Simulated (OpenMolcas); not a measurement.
Ca: from CASSCF to CASPT2

```
Program             : OpenMolcas
Basis               : ANO-RCC-VTZP [6s5p2d1f]
Scalar Hamiltonian  : DKH2, point nucleus
Active space        : 2 electrons in 9 orbitals (3d 4s 4p)
State averaging     : 2S+1 = 3 even, 18 roots (8 in the spin-orbit step); 2S+1 = 1 even, 12 roots; 2S+1 = 3 odd, 18 roots; 2S+1 = 1 odd, 8 roots
Spin-orbit coupling : RASSI with atomic mean-field integrals over the reference wave functions, term energies averaged over their components
```

Methods on the same reference wave functions:
A. CASSCF
B. SS-CASPT2, IPEA 0.25 Eh, imaginary shift 0.1 Eh (closed shells correlated: 3s 3p)
C. MS-CASPT2, IPEA 0.25 Eh, imaginary shift 0.1 Eh (closed shells correlated: 3s 3p)
D. XMS-CASPT2, IPEA 0.25 Eh, imaginary shift 0.1 Eh (closed shells correlated: 3s 3p)

Energies in cm⁻¹ above 4s² ¹S₀, the measured ground level; measured values from NIST Handbook of Basic Atomic Spectroscopic Data.

| Level | A | B | C | D | Measured |
| --- | --- | --- | --- | --- | --- |
| 4s² ¹S₀ | 0.0 | 0.0 | 0.0 | 0.0 | 0.0 |
| 4s 4p ³P°₀ | 13990 | 14470 | 14560 | 14640 | 15158 |
| 4s 4p ³P°₁ | 14020 | 14500 | 14590 | 14670 | 15210 |
| 4s 4p ³P°₂ | 14081 | 14560 | 14650 | 14740 | 15316 |
| 4s 4p ¹P°₁ | 24382 | 23970 | 24060 | 24320 | 23652 |
| 3d 4s ¹D₂ | 27343 | 28090 | 28090 | 28530 | 21850 |
| 3d 4s ³D₁ | 28153 | 27810 | 27910 | 28310 | 20335 |
| 3d 4s ³D₂ | 28159 | 27810 | 27910 | 28310 | 20349 |
| 3d 4s ³D₃ | 28167 | 27820 | 27920 | 28320 | 20371 |
| 4p² ³P₀ | 38317 | 39080 | 39180 | 39380 | 38418 |
| 4p² ³P₁ | 38361 | 39130 | 39220 | 39420 | 38465 |
| 4p² ³P₂ | 38445 | 39210 | 39310 | 39510 | 38552 |
| 3d 4p ³F°₂ | 41739 | 42700 | 42800 | 43160 | 35730 |
| 3d 4p ³F°₃ | 41785 | 42750 | 42840 | 43200 | 35819 |
| 3d 4p ³F°₄ | 41837 | 42800 | 42890 | 43260 | 35897 |

Deviations, from unrounded energies. A percentage is the sum of absolute deviations over the sum of measured energies, with the sign that they share, or ± where signs differ.

| Against measurement | Levels | A | B | C | D |
| --- | --- | --- | --- | --- | --- |
| mean absolute deviation (cm-1) | 14 | 3700 | 3800 | 3900 | 4100 |
| other configurations (%) | 14 | ±13.7 | ±14.4 | ±14.6 | ±15.4 |

A, B lie about equally close to measurement and D furthest from it. The largest miss of A in the table is 3d 4s ³D₁, by +7800 cm-1. The ranking rests on the paired levels alone, and a cruder setting can come out closer through cancelling errors.

Among B to D the level of the table that moves most is 3d 4s ³D₁, by 500 cm-1 (lowest in B, highest in D). Moves below CASPT2's spread within the term are not significant.

The lowest spin-free term lies below A's lowest term by 0.232 hartree in B, 0.232 hartree in C, 0.235 hartree in D.

Term energies are means over components that CASPT2 splits; among the terms shown or strongly mixed into the levels shown the widest spread is 77 cm-1 (3d 4s ¹D, C). Some high roots are left out of the spin-orbit mixing, which shifts the levels that they would mix with. Configurations are named by rounded mean occupations; where the s occupation lies near a half they are strongly mixed, a name can repeat and a true partner stay unpaired. A single d shell beside an s shell can misplace configurations of different d count against each other. Without dynamic correlation excited terms often stand tens of per cent too high (terms of higher spin than the ground term too low), and those without a measured partner can miss by more than the paired ones (holds for A). Measured partners are found by configuration, term and J. A level has none where our copy of the source lacks it or the pairing is in doubt (some pairs that miss far off the trend of their configuration count as doubtful), and it then counts in no deviation. Only configurations of the active space appear. Levels that lie high or do not pair safely by name in every column are left out.

° marks odd parity.
